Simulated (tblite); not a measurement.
C5H8GeN (doublet state).
Numbering: `[CH:1]#[C:2][C@:3]1([CH3:4])[CH2:5][GeH:6][NH:7]1` (hydrogens: H8 on C1; H9, H10, H11 on C4; H12, H13 on C5; H14 on Ge6; H15 on N7)
Bond orders are those of one Lewis drawing.

Computed with GFN2-xTB (tblite), gas phase: L-BFGS steps from a force-field or distance-geometry start until the largest atomic force falls under 0.01 eV/Å.

Step 23: E = -530.9748 eV
```
atom  x, y, z in Å  |  force x, y, z in eV/Å
C1     -1.3472    1.8390   -1.5294   -0.042   0.084   0.016
C2     -0.7526    1.0010   -0.9164   -0.024   0.011   0.024
C3     -0.0435    0.0101   -0.1291    0.016  -0.016  -0.040
C4     -1.0650   -0.7282    0.7487   -0.044   0.007  -0.003
C5      1.0668    0.6490    0.7148    0.064   0.028   0.038
Ge6     2.3886   -0.6416   -0.1943   -0.073   0.124   0.040
N7      0.7051   -0.9539   -0.9032    0.056  -0.123  -0.065
H8     -1.8765    2.5975   -2.0221   -0.004   0.007  -0.119
H9     -1.4714   -0.0588    1.5002   -0.053   0.064   0.021
H10    -0.5700   -1.5638    1.2392   -0.048  -0.011  -0.031
H11    -1.8787   -1.0842    0.1185    0.019  -0.122   0.089
H12     0.9233    0.5614    1.7874    0.009  -0.118   0.028
H13     1.1822    1.7024    0.4704    0.100   0.038  -0.016
H14     2.4872   -1.9322    0.7840    0.010  -0.016  -0.059
H15     0.2473   -1.3897   -1.6906    0.014   0.043   0.078
```

Step 24: E = -530.9777 eV
```
atom  x, y, z in Å  |  force x, y, z in eV/Å
C1     -1.3470    1.8395   -1.5297   -0.021   0.054   0.029
C2     -0.7535    1.0019   -0.9142   -0.024   0.018  -0.016
C3     -0.0430    0.0090   -0.1298   -0.005  -0.005  -0.007
C4     -1.0658   -0.7276    0.7498   -0.028   0.007   0.015
C5      1.0672    0.6485    0.7156    0.055   0.020   0.021
Ge6     2.3871   -0.6406   -0.1954   -0.035   0.120   0.042
N7      0.7058   -0.9566   -0.9037    0.013  -0.059  -0.016
H8     -1.8751    2.5965   -2.0267    0.001   0.000  -0.104
H9     -1.4741   -0.0552    1.4991   -0.034   0.040  -0.002
H10    -0.5718   -1.5628    1.2424   -0.040   0.004  -0.023
H11    -1.8786   -1.0889    0.1223    0.009  -0.107   0.067
H12     0.9237    0.5573    1.7879    0.010  -0.108   0.024
H13     1.1832    1.7025    0.4722    0.090   0.021  -0.007
H14     2.4897   -1.9312    0.7818    0.010  -0.017  -0.057
H15     0.2477   -1.3843   -1.6936    0.001   0.012   0.034
```

Question: Estimate the geometry and energy of step 25. (The exact step hangs on the optimiser's Hessian estimate; all steps are aligned on step 24, rigid shifts and turns removed.)

Answer: E = -530.9840 eV, largest force 0.175 eV/Å
```
atom  x, y, z in Å  |  force x, y, z in eV/Å
C1     -1.3439    1.8387   -1.5325   -0.003   0.027   0.020
C2     -0.7565    1.0040   -0.9062    0.021  -0.034  -0.086
C3     -0.0428    0.0039   -0.1297   -0.065   0.042   0.074
C4     -1.0693   -0.7244    0.7577   -0.018   0.001   0.016
C5      1.0688    0.6443    0.7195    0.009  -0.020   0.000
Ge6     2.3818   -0.6366   -0.2016    0.063   0.110   0.026
N7      0.7034   -0.9682   -0.9037   -0.161   0.068   0.012
H8     -1.8663    2.5893   -2.0481    0.021  -0.029  -0.044
H9     -1.4874   -0.0376    1.4921    0.016  -0.033  -0.048
H10    -0.5794   -1.5543    1.2631    0.007   0.043   0.021
H11    -1.8772   -1.1110    0.1395    0.000  -0.036   0.009
H12     0.9266    0.5367    1.7913    0.019  -0.064  -0.005
H13     1.1847    1.7013    0.4834    0.057  -0.027   0.020
H14     2.5041   -1.9248    0.7706    0.003  -0.028  -0.048
H15     0.2490   -1.3533   -1.7174    0.031  -0.021   0.033
```

The energy changes by -0.0063 eV. The first-order estimate −F·Δx gives -0.0106 eV and the mean of the old and new forces, exact on a quadratic surface, -0.0063 eV. The step makes an angle of 61° with the force vector and moves no atom by more than 0.039 Å.

What follows is the cost of the whole relaxation. Hardware: one thread of an Arm Neoverse V2, shared host. Cost: 0.47 s wall.
